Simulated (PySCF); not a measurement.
**Exercise with solution: dipole moment from atomic charges**

ZnHCl, SMILES [ZnH][Cl]. Atoms are numbered in the order given.

```xyz
3

Zn     0.0000     0.0000    -0.7153
H      0.0000     0.0000    -2.2353
Cl     0.0000     0.0000     1.3938
```
Charge 0, spin multiplicity 1.

Geometry optimised at PBE-D3(BJ)/def2-TZVP.

Charges (e) from HF/def2-TZVPD (PySCF):

| atom | IAO | ESP fit |
|---|---|---|
| Zn1 | 1.274 | 0.806 |
| H2 | -0.498 | -0.344 |
| Cl3 | -0.776 | -0.462 |

The dipole moment of the full density is 1.88 D.

Problem. What dipole moment does each set of point charges give, and which comes closer to that of the density?

Solution. 
μ = Σ q r, and 1 e Å = 4.8032 D.
IAO: Σ q r = (0.000, 0.000, -0.880) e Å, |μ| = 4.23 D.
ESP fit: Σ q r = (0.000, 0.000, -0.452) e Å, |μ| = 2.17 D.
ESP fit comes closer in size. Point charges leave out the atoms' own dipoles (lone pairs, polarised bonds); fits to the potential absorb them, partitions of the density don't.
